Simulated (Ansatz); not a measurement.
(1) Predict a relaxed structure of the cluster Cu₄Te₂ (the lowest singlet isomer of a short search), charge 0, singlet, at PBE-D4/def2-SVP (Ansatz).

Answers

(1) 
```
atom   x (Å)   y (Å)   z (Å)
 Cu1  -1.524  -1.533  -0.086
 Cu2   0.777  -0.989   0.364
 Cu3   1.114   1.158  -0.644
 Cu4  -0.969   0.744   0.466
 Te5   1.114   1.005   1.932
 Te6  -0.511  -0.385  -2.031
```
Point group Cs (tolerance 0.1 Å). This is one stationary point.

In the def2 sets Te takes a core potential; there is no spin–orbit coupling. Another isomer (singlet) lies 0.05 eV lower at PBE0-D4/def2-TZVP; other spin states weren't run for this one.
